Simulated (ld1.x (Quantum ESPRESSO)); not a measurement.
# Configuration tests for nitrogen (N) (TM)

```json
{
 "Element": "N (Z = 7)",
 "Generator": "ld1.x (Quantum ESPRESSO) 7.5",
 "Type": "norm-conserving Troullier–Martins (Kleinman–Bylander form)",
 "Functional": "PBEsol",
 "Relativity": "non-relativistic",
 "Frozen core": "[He]",
 "Valence charge": "5",
 "Reference configuration": "2s2 2p2.5 (charge +0.5)",
 "Partial waves": "2p (bound): rc 1.75 bohr; 2s (bound): rc 1.10 bohr",
 "Local potential": "the s channel",
 "Core correction": "Bessel-smoothed model core inside 0.50 bohr"
}
```

Energies are relative to the spin-unpolarised reference configuration 2s2 2p2.5; without spin polarisation the order of configurations can differ from experiment.

(1) Give the all-electron excitation energy and the error of the potential for: 2s2 2p3; 2s2 2p2; 2s2 2p1; 2s2 2p3.3; 2s1 2p3; 2s1 2p4; 2s0 2p5.

## Answers

(1)

```
valence configuration  charge  ΔE all-electron (eV)  error AE − PS (meV)
              2s2 2p3       0                -5.065                 +3.0
              2s2 2p2      +1                 8.461                 +8.8
              2s2 2p1      +2                37.203                 +171
            2s2 2p3.3    -0.3                -6.671                 +5.1
              2s1 2p3      +1                20.142                  -21
              2s1 2p4       0                 6.339                  +27
              2s0 2p5       0                17.770                  +62
```
